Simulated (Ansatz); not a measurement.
This geometry of C$_{2}$H$_{4}$AlClS (9 atoms, charge 0, multiplicity 1) is a first-order saddle point.

These are results of RKS B3LYP-D4/def2-SVP in Ansatz, not measurements.

```xyz
9
Properties=species:S:1:pos:R:3
C 0.031 -1.298 -0.142
C 0.216 0.073 0.510
S 1.651 1.198 -0.314
Al -0.379 1.774 -0.144
Cl -1.850 3.194 -0.563
H -0.959 -1.416 -0.612
H 0.141 -2.107 0.597
H 0.783 -1.465 -0.929
H 0.455 0.001 1.579
```

**Question.** Which two structures does it join? (They come from a converged band through this point; their orientation in space is the band's.)

**Answer.** No bond is made or broken. The dihedral H8–C1–C2–S3 goes from -55 to 65°. The two ends are copies of one structure, up to a mirror image or an exchange of like atoms.

First end point:

```xyz
9
Properties=species:S:1:pos:R:3
C -0.061 -1.281 -0.173
C 0.029 0.044 0.553
S 1.781 0.969 0.312
Al -0.098 1.796 -0.213
Cl -1.143 3.396 -1.052
H -1.080 -1.695 -0.070
H 0.642 -2.025 0.242
H 0.155 -1.185 -1.249
H -0.137 -0.066 1.634
```

Last end point:

```xyz
9
Properties=species:S:1:pos:R:3
C 0.048 -1.292 -0.064
C 0.288 0.104 0.468
S 1.549 1.176 -0.647
Al -0.444 1.743 -0.204
Cl -1.982 3.127 -0.478
H -0.319 -1.289 -1.103
H -0.709 -1.803 0.558
H 0.966 -1.905 -0.038
H 0.691 0.092 1.490
```

**Question.** How far does it lie above each of them?

**Answer.** 0.137 eV above the first and 0.137 eV above the second. This is the barrier of this one path; another mechanism may lie lower.

The run took 86 s on 2 threads of AMD EPYC 9R14 (Zen 4), with other jobs on the host, peak memory 0.25 GiB.
